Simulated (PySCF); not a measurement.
Atom-mapped SMILES (the numbers label the heavy atoms): `[CH2:1]=[C:2]([C:3]#[N:4])[C@@:5]1([F:6])[CH2:7][O:8]1`. Hydrogens are named by the atom that carries them. Ha(C1) is cis to C3; Ha(C7) is pro-R; Hb(C7) is pro-S; Hb(C1) is trans to C3.

[PySCF 2.14.0 with density-fitted response routines: spin–spin couplings from B3LYP/pcJ-1 (spin–dipole term only in couplings to heteroatoms); structure optimised with GFN2-xTB; GIAO PBE0/pcSseg-1 shieldings; gas phase; no relativistic terms; single conformer]

Q: Predict the 2D correlation tables (HSQC, COSY, HMBC).

A: 

HSQC (one-bond C–H):
```
           δH          δC  ¹J(C,H) (Hz)
6.98 (Hb(C1))  145.7 (C1)           175
6.79 (Ha(C1))  145.7 (C1)           173
3.20 (Hb(C7))   51.7 (C7)           189
3.04 (Ha(C7))   51.7 (C7)           184
```

COSY cross peaks (|J| ≥ 2 Hz):
```
           δH             δH  abs. J (Hz)  bonds
3.20 (Hb(C7))  3.04 (Ha(C7))          5.8      2
```

HMBC (two and three bonds, |J| ≥ 2.5 Hz):
```
           δH                   δC [abs. J in Hz]
6.98 (Hb(C1))  120.0 (C3) [15.0], 93.1 (C5) [8.1]
6.79 (Ha(C1))  120.0 (C3) [9.4], 93.1 (C5) [13.0]
3.20 (Hb(C7))                     93.1 (C5) [4.2]
```

Referencing at the same level of theory: TMS for ¹H and ¹³C.

Common functionals overestimate the size of one-bond C–F couplings by tens of Hz; these are unscaled. Shifts are as computed. Against solution values, carbons near 30 ppm lie about +3 ppm off and those near 130 ppm about +5 ppm. Of 1211 compounds with measured shifts, 218 miss one by over three times the rms of a fit or turn the order of signals round; such compounds aren't used in these exercises.
